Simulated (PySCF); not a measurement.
This PySCF input asks for the NMR shieldings of `CC(C)[SiH]1CC=CC1`, C$_{7}$H$_{14}$Si; the geometry comes from PBE0-D3(BJ)/def2-SVP.

```python
import basis_set_exchange as bse
import numpy as np
from pyscf import gto, dft
from pyscf.prop import nmr

atoms = """
C    -1.768345   -1.222962   -0.555506
C    -1.145825   -0.086727    0.254584
C    -2.127122    1.065781    0.462180
Si    0.467910    0.513910   -0.533160
C     1.444927    1.743136    0.543213
C     2.764935    1.041458    0.729262
C     2.950263   -0.171686    0.187492
C     1.833345   -0.810986   -0.595581
H    -2.033164   -0.889610   -1.573064
H    -2.694976   -1.591049   -0.083074
H    -1.086490   -2.081864   -0.657106
H    -0.855279   -0.482696    1.246626
H    -1.700549    1.867167    1.086132
H    -2.421183    1.517825   -0.499942
H    -3.051791    0.720270    0.955011
H     0.155255    1.072675   -1.890242
H     0.953452    1.936523    1.514098
H     1.571718    2.731585    0.069234
H     3.562222    1.523399    1.307064
H     3.901790   -0.701049    0.313269
H     1.515328   -1.763388   -0.133682
H     2.148186   -1.066119   -1.621920
"""
names = dict.fromkeys(["C", "Si", "H"], "pcSseg-1")
basis = {el: gto.basis.parse(bse.get_basis(n, elements=[el], fmt="nwchem")) for el, n in names.items()}
mol = gto.M(atom=atoms, basis=basis, charge=0, verbose=0)
mf = dft.RKS(mol, xc="PBE")
mf.grids.level = 2
mf.grids.alignment = dft.numint.BLKSIZE   # the property module wants whole blocks of grid points
mf.conv_tol = 1e-9
mf.kernel()

calc = nmr.RKS(mf)   # GIAO
sigma = calc.kernel()   # uncoupled for a functional without exact exchange
for i, s in enumerate(sigma):   # ppm
    print("%2d %-2s %9.2f" % (i, mol.atom_pure_symbol(i), np.trace(s) / 3))
```

Question: Give the expected output.

Answer: 
```
 0 C     159.48
 1 C     160.75
 2 C     159.48
 3 Si    323.57
 4 C     161.41
 5 C      40.94
 6 C      40.95
 7 C     161.37
 8 H      30.37
 9 H      30.00
10 H      29.92
11 H      30.48
12 H      29.91
13 H      30.37
14 H      29.99
15 H      26.98
16 H      29.68
17 H      29.43
18 H      25.16
19 H      25.16
20 H      29.69
21 H      29.43
```

These numbers come from an equivalent density-fitted implementation of the same equations, which agrees with the script to about 0.01 ppm for H and up to a few tenths of a ppm for heavy atoms, so last digits may differ.

Question: Turn these shieldings into chemical shifts. Chemical shifts δ = σref − σ; TMS for $^{13}$C (σref 180.03) and $^{29}$Si (σref 334.61) and $^{1}$H (σref 31.20), all at this level.

Answer: Averaging equivalent atoms: C 5/6: 139.1; C 0/2: 20.5; C 1: 19.3; C 4/7: 18.6; Si 3: 11.0; H 18/19: 6.03; H 15: 4.22; H 17/21: 1.77; H 16/20: 1.51; H 8/9/10/12/13/14: 1.10; H 11: 0.71 ppm. 

Size and cost of the density-fitted run: 213 basis functions, 89 s wall time on 1 thread of an Arm Neoverse N1, shared host; peak memory 0.82 GiB.
